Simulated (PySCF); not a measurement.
Species: C4H5B2N.
Cartesian coordinates in Å at the PBE0-D3(BJ)/def2-SVP level; atoms count from 1:
```xyz
12
C4H5B2N angstrom
B     -2.580   -0.611    0.070
N     -1.174   -0.430    0.132
B     -0.498    0.660    0.748
C      1.024    0.733    0.744
C      2.249    0.806    0.753
C      3.615    0.887    0.760
C      4.830    0.956    0.765
H     -3.296    0.217    0.577
H     -3.026   -1.587   -0.487
H     -0.593   -1.142   -0.303
H     -1.148    1.527    1.278
H      5.903    1.018    0.768
```

The calculation used PBE0-D3(BJ)/def2-SVP geometry optimisation, gas phase in PySCF 2.14.0.

Take the most abundant isotopes and a rigid rotor. The values belong to one conformer with, in the numbering `[BH2:1][NH:2][BH:3][C:4]#[C:5][C:6]#[CH:7]`, B1–N2–B3–C4 180°.

Question: Give the principal moments of inertia and the rotational constants in cm⁻¹.

Answer: Ia = 18.63, Ib = 606.01, Ic = 624.64 u·Å²; 505379 MHz·u·Å²/I gives 27133, 833.9 and 809.1 MHz, that is A = 0.90505, B = 0.02782, C = 0.02699 cm⁻¹.

Question: Classify the top.

Answer: A near-prolate asymmetric top: κ = (2 × 833.9 − 27133 − 809.1)/(27133 − 809.1) = -1.00.

Question: Is it planar, by Δ = Ic − Ia − Ib?

Answer: Planar: Δ = Ic − Ia − Ib = 0.00 u·Å². For a rigid frame Δ = −2 Σ m c², so it vanishes when all atoms lie in the ab plane; here none is more than 0.01 Å from it.

Question: Predict some low-J microwave lines.

Answer: The dipole components are |μa| = 1.43 D, |μb| = 1.34 D, |μc| = 0.00 D; the mirror of this Cs structure is the ab plane, so μc vanishes by symmetry and there are no c-type lines. The squared components, which scale the intensities, stand as 1.00 : 0.88 (a : b). Some of the stronger lines:

| type | branch | J(Ka,Kc) | MHz | lower level (cm⁻¹) |
| --- | --- | --- | --- | --- |
| a | R | 3(1,3) ← 2(1,2) | 4892 | 1.041 |
| a | R | 4(1,4) ← 3(1,3) | 6522 | 1.204 |
| a | R | 4(2,3) ← 3(2,2) | 6572 | 3.839 |
| a | R | 4(2,2) ← 3(2,1) | 6572 | 3.839 |
| a | R | 5(4,1) ← 4(4,0) | 8215 | 14.590 |
| a | R | 5(3,3) ← 4(3,2) | 8215 | 8.447 |
| b | Q | 1(1,0) ← 1(0,1) | 26324 | 0.055 |
| b | Q | 3(1,2) ← 3(0,3) | 26386 | 0.329 |
| b | Q | 2(2,0) ← 2(1,1) | 78897 | 1.043 |
| b | Q | 3(2,2) ← 3(1,3) | 79008 | 1.204 |
| b | R | 2(2,1) ← 1(1,0) | 82207 | 0.933 |
| b | R | 2(2,0) ← 1(1,1) | 82232 | 0.932 |
| b | R | 3(2,1) ← 2(1,2) | 83900 | 1.041 |
| b | R | 4(2,2) ← 3(1,3) | 85581 | 1.204 |
| b | R | 5(2,4) ← 4(1,3) | 87025 | 1.430 |
| b | R | 5(2,3) ← 4(1,4) | 87274 | 1.422 |
| b | Q | 4(3,1) ← 4(2,2) | 131556 | 4.059 |
| b | Q | 4(3,2) ← 4(2,3) | 131556 | 4.059 |
| b | Q | 5(3,3) ← 5(2,4) | 131556 | 4.333 |
| b | R | 4(3,1) ← 3(2,2) | 138128 | 3.839 |
| b | R | 5(3,3) ← 4(2,2) | 139771 | 4.059 |
| b | R | 5(4,1) ← 4(3,2) | 192394 | 8.447 |

Question: Estimate the classical rotational partition function at 10 K, 50 K and 500 K.

Answer: Point group Cs, symmetry number σ = 1; q = (√π/σ)·√((kT/h)³/(ABC)), k/h = 20836.6 MHz/K: 1250 at 10 K, 13900 at 50 K, 441000 at 500 K.

No frequency check. These are rigid-rotor constants of the computed structure; measured ground-state constants (B0) also hold zero-point vibration. Quadrupole hyperfine structure (11B, 14N) is left out.
